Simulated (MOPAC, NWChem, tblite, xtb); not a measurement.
## GaH2I (SMILES [GaH2][I]): methods side by side

GaH2I: 4 atoms, total charge 0, spin state singlet. SMILES: `[GaH2][I]`. The shape is that of a PBE0-D4/def2-TZVP optimisation.

Each level gives the dipole moment (D). The values are calculated.

| level | kind | program | value (D) | CPU time |
| --- | --- | --- | --- | --- |
| PM3 | semi-empirical | MOPAC | 2.39 | under 2 s |
| PM7 | semi-empirical | MOPAC | 4.33 | under 2 s |
| GFN1-xTB | semi-empirical | tblite | 1.48 | under 2 s |
| GFN0-xTB | semi-empirical | xtb | 3.45 | under 2 s |
| r2SCAN/def2-SVP (core potential) | meta-GGA | NWChem | 1.53 | 12 s |
| r2SCAN/def2-TZVPP (core potential) | meta-GGA | NWChem | 1.46 | 38 s |
| PBE0/STO-3G | global hybrid | NWChem | 0.68 | 30 s |
| PBE0/3-21G | global hybrid | NWChem | 2.02 | 16 s |
| PBE0/6-311G** | global hybrid | NWChem | 1.67 | 91 s |

All-electron rows without a relativistic Hamiltonian named are non-relativistic, while core potentials hold scalar relativity, so basis and relativity change together. The values span 0.68 to 4.33 D. Magnitudes only. Sets without polarisation functions give poor dipoles. Without the sets that lack polarisation functions the rows with a basis span only 1.46 to 1.67 D. CPU times are rough (shared hosts, several kinds of processor and program).
